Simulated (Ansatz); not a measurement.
`C=C[SiH2]N[SiH2]O`, relaxed with RKS PBE0-D4/def2-TZVP in Ansatz from a PBE-D4/def2-SVP geometry. The force threshold is 0.005 eV/Å; the program also tests the step.

The species carries charge 0 and has multiplicity 1.

Start:

```xyz
15

C    -1.719    0.362    1.203
C    -0.548    0.671    1.797
Si    1.077    0.783    0.853
N     0.835    0.584   -0.876
Si    0.662   -0.911   -1.767
O    -0.903   -1.549   -1.780
H    -1.779    0.165    0.118
H    -2.668    0.295    1.766
H    -0.547    0.863    2.888
H     2.003   -0.313    1.313
H     1.724    2.116    1.123
H     0.476    1.415   -1.359
H     0.950   -0.647   -3.211
H     1.618   -1.883   -1.132
H    -1.181   -1.952   -0.939
```

| step | energy (eV) | largest force (eV/Å) | largest move (Å) |
| --- | --- | --- | --- |
| 1 | -21504.9062 | 0.831 | 0.000 |
| 2 | -21504.9900 | 0.612 | 0.132 |
| 3 (rejected) | -21504.9885 | 0.594 | 0.075 |
| 4 | -21505.0132 | 0.097 | 0.037 |
| 5 | -21505.0146 | 0.027 | 0.017 |
| 6 | -21505.0148 | 0.021 | 0.013 |
| 7 | -21505.0150 | 0.012 | 0.007 |
| 8 | -21505.0152 | 0.017 | 0.020 |
| 9 | -21505.0153 | 0.013 | 0.012 |
| 10 | -21505.0154 | 0.024 | 0.023 |
| 11 | -21505.0154 | 0.027 | 0.018 |
| 12 | -21505.0154 | 0.028 | 0.017 |
| 13 | -21505.0155 | 0.014 | 0.005 |
| 14 | -21505.0155 | 0.007 | 0.003 |
| 15 | -21505.0155 | 0.008 | 0.002 |
| 16 | -21505.0155 | 0.004 | 0.004 |
| 17 | -21505.0155 | 0.004 | 0.006 |
| 18 | -21505.0155 | 0.004 | 0.005 |
| 19 | -21505.0155 | 0.006 | 0.007 |
| 20 | -21505.0155 | 0.002 | 0.001 |

End:

```xyz
15

C    -1.724    0.424    1.254
C    -0.533    0.638    1.807
Si    1.038    0.772    0.815
N     0.759    0.559   -0.876
Si    0.685   -0.921   -1.747
O    -0.817   -1.593   -1.855
H    -1.839    0.322    0.178
H    -2.634    0.350    1.844
H    -0.481    0.740    2.891
H     1.985   -0.284    1.261
H     1.652    2.107    1.054
H     0.432    1.378   -1.371
H     1.065   -0.681   -3.157
H     1.605   -1.850   -1.044
H    -1.193   -1.959   -1.053
```

It took 39 s on 2 threads of an AMD EPYC 7R13 on a shared host and a share of an NVIDIA H100 80 GB, with 0.89 GiB of host memory at the peak.
